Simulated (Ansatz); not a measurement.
Total energies of AsMe2(NMe2) (C₄H₁₂AsN) from Ansatz at PBE-D4/def2-TZVP, gas phase (1 Eh = 27.2114 eV = 2625.5 kJ/mol). The reference geometry is relaxed at r2SCAN-D4/def2-SVP.

```json
{"state": "charge 0 singlet", "geometry": "reference", "energy (Eh)": "-2449.72516"}
{"state": "charge 1 doublet", "geometry": "reference", "energy (Eh)": "-2449.45468"}
{"state": "charge 1 doublet", "geometry": "relaxed at r2SCAN-D4/def2-SVP", "energy (Eh)": "-2449.46924"}
{"state": "free As atom (quartet)", "geometry": "–", "energy (Eh)": "-2235.47024"}
{"state": "free C atom (triplet)", "geometry": "–", "energy (Eh)": "-37.79597"}
{"state": "free H atom (doublet)", "geometry": "–", "energy (Eh)": "-0.49962"}
{"state": "free N atom (quartet)", "geometry": "–", "energy (Eh)": "-54.53214"}
```

(1) Work out the vertical ionisation energy to the doublet.

(2) How much does the charge 1 doublet relax, and what is the adiabatic ionisation energy?

(3) What is the binding energy per atom against free atoms?

(1) E(charge 1 doublet) − E(charge 0 singlet) = -2449.45468 − (-2449.72516) = 0.27048 Eh = 7.36 eV. For comparison, −ε of the highest occupied level is 4.54 eV at this level, 2.82 eV less.

(2) Relaxation: -2449.45468 − (-2449.46924) = 0.01456 Eh = 0.40 eV. Adiabatic ionisation energy: 0.25592 Eh = 6.96 eV, without zero-point energy. 

(3) Atoms: 1 × (-2235.47024) + 4 × (-37.79597) + 12 × (-0.49962) + 1 × (-54.53214) = -2447.18170 Eh. Binding: -2447.18170 − (-2449.72516) = 2.54346 Eh = 69.21 eV, or 3.85 eV for each of 18 atoms (no zero-point energy, no counterpoise term).
